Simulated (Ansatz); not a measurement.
Species: CCl3 (charge -1, singlet). SMILES of the parent species: Cl[C](Cl)Cl
Geometry from a B3LYP-D3(BJ)/def2-TZVP (Ansatz, a program for electronic structure) optimisation:
```
C
Cl 1 1.9137
Cl 1 1.9137 2 102.97
Cl 1 1.9137 2 102.97 3 106.82
```
Charge -1, spin multiplicity 1.

Q: Give the harmonic wavenumbers at B3LYP-D3(BJ)/def2-TZVP (Ansatz, finite differences of forces, unscaled).

A: 205, 205, 278, 466, 466, 558 cm⁻¹. Zero-point energy 3.1 kcal/mol.

Q: From these and the geometry, give the ideal-gas thermochemistry at 298.15 K and 1 atm (rigid rotor, harmonic oscillator).

A: Point group C3v, rotational symmetry number 3. Rotational constants 3.04, 3.04, 1.59 GHz. S(trans) 40.22, S(rot) 25.30, S(vib) 7.74, S(elec, spin only) 0.00, S 73.3 cal/(mol K). H(298) - H(0) 3.78 kcal/mol; G - E(el) -15.0 kcal/mol.
